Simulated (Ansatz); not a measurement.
Compare A (`CS[Si]N`) with its isomer B (`[SiH3]NC=S`).

Gas-phase electronic energies from Ansatz, PBE0-D4/def2-TZVP geometries. CBS: MP2 limit from def2 TZ/QZ plus the TZ coupled-cluster correction, frozen cores. DFT in def2-TZVPP. B3LYP here is the variant with VWN-RPA as its local correlation; programs differ in this. One conformer a species, not always the lowest.

Task: Which isomer does CCSD(T)/CBS put lower? Give the gap. (Estimate.)

Result: The calculation gave: A, by 77.6 kJ/mol.

Task: Give E(B) − E(A) in kJ/mol with r2SCAN-D4, B2PLYP, B3LYP-D4, HF/def2-TZVPP, ωB97M-V, PBE-D4, B3LYP. (Best estimate.)

Result: Computed: r2SCAN-D4 66.7, B2PLYP 66.1, B3LYP-D4 69.2, HF/def2-TZVPP 52.6, ωB97M-V 84.8, PBE-D4 78.1, B3LYP 66.7. None reverses the order clearly.

Task: Does the order hold for the free energy at 298.15 K (harmonic terms from PBE0-D4)? (Estimate.)

Result: Ansatz gave: Yes: G(B) − G(A) = +60.1 kJ/mol, for one conformer each. Modes under 60 cm⁻¹, often nearly free rotors, make the harmonic entropy too high.

Largest T1 diagnostic: 0.017.

At CCSD(T), def2-SVP lies −25.8 kJ/mol from the extrapolated value and def2-TZVPP −6.0 kJ/mol. Leaving LDA and LC-ωPBE aside and taking each functional with its dispersion term where it has one, the values spread over 18.7 kJ/mol, from B2PLYP to ωB97M-V.
